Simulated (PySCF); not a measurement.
**`CCCC(CF)CF`, C6H12F2**

Cartesian coordinates in Å; atom numbers follow the order of the lines, from 1:
```xyz
20

C     2.8179    0.1130   -0.2989
C     1.4432    0.6446    0.0902
C     0.3765   -0.4399   -0.0473
C    -1.0121   -0.0101    0.4390
C    -1.9302   -1.2250    0.5884
F    -1.9936   -1.9281   -0.5912
C    -1.6582    0.9956   -0.5126
F    -2.7946    1.5187    0.0597
H     2.8068   -0.2536   -1.3229
H     3.1102   -0.7063    0.3539
H     3.5675    0.8966   -0.2216
H     1.1985    1.4950   -0.5480
H     1.4685    0.9998    1.1230
H     0.6885   -1.3089    0.5369
H     0.3055   -0.7559   -1.0899
H    -0.9310    0.4568    1.4262
H    -1.5543   -1.9182    1.3472
H    -2.9531   -0.9205    0.8308
H    -0.9988    1.8425   -0.7182
H    -1.9624    0.5149   -1.4475
```

Computed, not measured: GIAO PBE0/pcSseg-1 magnetisability, rotational g tensor and spin-rotation constants, non-relativistic, gas phase in PySCF. Geometry: GFN2-xTB.

Give the nuclear spin-rotation constants along the inertial axes (H = +C I·J) beside the isotropic shieldings.

Rotational constants 2.5878, 1.1051, 0.8501 GHz. A star marks the isotopologue with that one atom substituted, in its own axes.
| atom | isotope | Caa (kHz) | Cbb (kHz) | Ccc (kHz) | mean (kHz) | σ (ppm) |
| --- | --- | --- | --- | --- | --- | --- |
| F6 | 19F | 0.083 | 0.132 | 0.321 | 0.178 | 441.4 |
| F8 | 19F | 1.296 | 0.236 | 0.066 | 0.533 | 426.1 |
| H9 | 1H | -0.286 | -0.106 | 0.004 | -0.130 | 30.8 |
| H10 | 1H | -0.267 | -0.040 | -0.053 | -0.120 | 30.7 |
| H11 | 1H | -0.105 | -0.051 | -0.092 | -0.083 | 30.4 |
| H12 | 1H | -0.272 | -0.032 | -0.050 | -0.118 | 30.3 |
| H13 | 1H | -0.283 | -0.107 | 0.008 | -0.127 | 30.5 |
| H14 | 1H | -0.251 | -0.030 | -0.063 | -0.115 | 30.5 |
| H15 | 1H | -0.285 | -0.113 | 0.015 | -0.128 | 30.3 |
| H16 | 1H | -0.299 | -0.098 | 0.006 | -0.131 | 30.2 |
| H17 | 1H | -0.206 | -0.034 | -0.026 | -0.088 | 27.1 |
| H18 | 1H | 0.135 | -0.090 | -0.084 | -0.013 | 26.5 |
| H19 | 1H | -0.112 | -0.002 | -0.077 | -0.064 | 26.9 |
| H20 | 1H | -0.239 | -0.076 | 0.022 | -0.098 | 26.9 |
| C1 | 13C* | 0.332 | 0.156 | 0.126 | 0.205 | 169.6 |
| C2 | 13C* | 0.405 | 0.169 | 0.129 | 0.234 | 160.8 |
| C3 | 13C* | 0.395 | 0.174 | 0.159 | 0.243 | 153.3 |
| C4 | 13C* | 0.486 | 0.214 | 0.151 | 0.284 | 139.7 |
| C5 | 13C* | 0.713 | 0.283 | 0.169 | 0.388 | 100.6 |

For the geometry as given, no vibrational averaging.

How do the rotational constants and the g tensor change when H9, H10, H11, H12, H13, H14, H15, H16, H17, H18, H19, H20 are replaced by deuterium?

Constants 2.2733, 0.9478, 0.7510 GHz; g -0.0074, -0.0047, -0.0048, against -0.0084, -0.0052, -0.0055 before.
